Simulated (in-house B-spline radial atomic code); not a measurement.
# Ionising Ag VII (Ag6+) with different functionals

Computed with an all-electron radial atomic-structure program (B-spline basis): four-component Dirac-Coulomb Hamiltonian, Fermi nucleus of rms radius 4.5454 fm, spin-restricted, spherical fractional occupations for the functionals, and exact exchange of hybrids averaged over the configuration. The ionisation energy is the difference of two self-consistent energies, [Kr] 4d5 → [Kr] 4d4, without Breit or QED terms; ε is the level of the shell that loses the electron (mean over j). The electron is taken from both j subshells in proportion to 2j + 1, so the result is a j average, not the step between ground levels.

```tsv
method	rung	ΔSCF (eV)	-ε(4d) (eV)
BHandHLYP	global hybrid	104.85	100.60
B97-1	global hybrid	?	?
LC-wPBE	range-separated hybrid	105.07	100.87
HSE06	range-separated hybrid	?	?
```

(1) What does B97-1 give?

(2) What does HSE06 give?

(3) Among the functionals, which spreads more, the ΔSCF values or the orbital energies?

(4) How do they compare with the NIST value?

Results:

(1) ΔSCF 104.99 eV, and -ε(4d) = 97.67 eV.

(2) ΔSCF 105.01 eV, and -ε(4d) = 97.70 eV.

(3) The orbital energies: ΔSCF values span about 0.22 eV and the orbital energies 3.21 eV; here energy differences depend much less on the functional than eigenvalues do.

(4) NIST lists 106 eV ± 2 (tabulated theory, ground level to ground level). Errors run from -1.15 to -0.93 eV; all lie within about twice that uncertainty, so the table can't rank the methods.
